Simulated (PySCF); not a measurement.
Structure from 2D NMR

Compound of formula C2H7NO2Si. Correlations simulated from computed shifts and the bond graph:

HSQC (one-bond C–H):
| δH | δC |
| --- | --- |
| 8.29 | 167.8 |
| 3.87 | 52.8 |

HMBC (two and three bonds, from the bond graph; two-bond peaks within aromatic rings are usually weak or absent):
| δH | δC |
| --- | --- |
| 5.30 | 167.8, 52.8 |

PySCF 2.14.0 with density-fitted response routines calculation with GFN2-xTB structure and shieldings: GIAO PBE0/pcSseg-1; non-relativistic, in vacuum, rapidly exchanging positions averaged, a single conformation.

Scale: TMS for ¹H and ¹³C (reference shieldings calculated alike).

Exchangeable hydrogens are left out of these lists.

Task: Which molecule is this?

Result: `CO[SiH2]NC=O`.

Numbering as in the mapped SMILES `[CH3:1][O:2][SiH2:3][NH:4][CH:5]=[O:6]` (H(Xn): hydrogen on atom n).

- δC 167.8 is C5, an amide carbonyl carbon (δH 8.29).
- δC 52.8 is C1, a methyl carbon bonded to O (δH 3.87).

This is the structure that produced the data.

Exchangeable OH/NH protons stand at their gas-phase positions; hydrogen bonding in a real sample shifts them, mostly to higher δ. Shifts are as computed. Against solution values, carbons near 30 ppm lie about +3 ppm off and those near 130 ppm about +5 ppm (rms about the fit 2.1 ppm; single classes can miss by 10 ppm). Of 1328 compounds with measured shifts, 309 miss one by over three times the rms of a fit or turn the order of signals round; such compounds aren't used in these exercises. Signals without a measured value on file couldn't be tested in this way; 1H shifts scatter by 0.2 ppm about their fit, and single ones miss by 0.5 ppm. The C=O carbon of an acid or of an amide with N–H lies up to 10 ppm further downfield in solution, through hydrogen bonding that the calculation lacks.
